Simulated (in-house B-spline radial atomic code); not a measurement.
**BSE on G0W0@HF excitations of Br VIII (Br7+)**

Method: BSE on G0W0@HF. Computed with an all-electron radial atomic-structure program (B-spline basis): linear response of the closed shell [Ar] 3d10 with a statically screened interaction on G0W0 levels; non-relativistic, point nucleus, no spin-orbit coupling, no double excitations, S, P, D and F terms only. Only terms of natural parity with L up to 3 were computed.

Without relativity these are model numbers for so heavy an element.

Command:
```bash
python run_td.py task.json out
```
Settings (radii: box in bohr, nucleus in fm):
```
Z                        35
electrons                28
configuration            [Ar] 3d10
hamiltonian              nr
method                   bse
box_radius               12.81
intervals                53
```

Run time, properties included: 1.5 s on 1 thread of Intel(R) Xeon(R) Platinum 8488C (Sapphire Rapids), with other jobs on the host.

The lowest states, in the order of their Tamm-Dancoff energies; the method's threshold (minus the highest G0W0 level) is 194.54 eV. Labels give the largest channel, * marks a mixed state, and oscillator strengths are full-response dipole values. Energies in eV:

```json
{"state": "3d → 4s 3D", "full response": "72.66", "Tamm-Dancoff": "72.68", "oscillator strength": "-"}
{"state": "3d → 4s 1D", "full response": "73.58", "Tamm-Dancoff": "73.59", "oscillator strength": "-"}
{"state": "3d → 4p 3P", "full response": "88.33", "Tamm-Dancoff": "88.36", "oscillator strength": "-"}
{"state": "3d → 4p 3F", "full response": "89.12", "Tamm-Dancoff": "89.14", "oscillator strength": "-"}
{"state": "3d → 4p 1F", "full response": "?", "Tamm-Dancoff": "?", "oscillator strength": "-"}
{"state": "3d → 4p 1P", "full response": "90.71", "Tamm-Dancoff": "90.80", "oscillator strength": "0.549"}
{"state": "3d → 4d 3S", "full response": "113.84", "Tamm-Dancoff": "113.90", "oscillator strength": "-"}
{"state": "3d → 4d 3D", "full response": "115.80", "Tamm-Dancoff": "115.82", "oscillator strength": "-"}
{"state": "3d → 4d 1D", "full response": "116.76", "Tamm-Dancoff": "116.78", "oscillator strength": "-"}
{"state": "3d → 4d 1S", "full response": "123.12", "Tamm-Dancoff": "124.02", "oscillator strength": "-"}
{"state": "3d → 5s 3D", "full response": "131.03", "Tamm-Dancoff": "131.04", "oscillator strength": "-"}
{"state": "3d → 5s 1D", "full response": "131.30", "Tamm-Dancoff": "131.31", "oscillator strength": "-"}
{"state": "3d → 5p 3P", "full response": "137.28", "Tamm-Dancoff": "137.29", "oscillator strength": "-"}
{"state": "3d → 5p 3F", "full response": "137.58", "Tamm-Dancoff": "137.58", "oscillator strength": "-"}
{"state": "3d → 5p 1F", "full response": "137.82", "Tamm-Dancoff": "137.82", "oscillator strength": "-"}
{"state": "3d → 5p 1P", "full response": "138.04", "Tamm-Dancoff": "138.07", "oscillator strength": "0.0292"}
{"state": "3d → 4f 3P", "full response": "?", "Tamm-Dancoff": "?", "oscillator strength": "-"}
{"state": "3d → 4f 3F", "full response": "138.82", "Tamm-Dancoff": "138.83", "oscillator strength": "-"}
{"state": "3d → 4f 1F", "full response": "139.07", "Tamm-Dancoff": "139.07", "oscillator strength": "-"}
{"state": "3d → 4f 1P", "full response": "139.89", "Tamm-Dancoff": "139.98", "oscillator strength": "1.29"}
{"state": "3d → 5d 3S", "full response": "148.00", "Tamm-Dancoff": "148.02", "oscillator strength": "-"}
{"state": "3d → 5d 3D", "full response": "148.79", "Tamm-Dancoff": "148.79", "oscillator strength": "-"}
```

(1) Where does 3d → 4f 3P lie?

(2) Where does 3d → 4p 1F lie?

(3) How large is the singlet-triplet splitting of 3d → 4s (D terms) in Tamm-Dancoff?

(4) What polarisabilities and dispersion coefficient does the method give?

## Answers

(1) At 138.07 eV in full response, 138.07 eV in Tamm-Dancoff.

(2) At 89.81 eV in full response, 89.82 eV in Tamm-Dancoff.

(3) 0.912 eV, from the unrounded values.

(4) Dipole 0.2589 bohr³, quadrupole 0.197 bohr⁵, C6 0.3329 hartree·bohr⁶ for two such species.
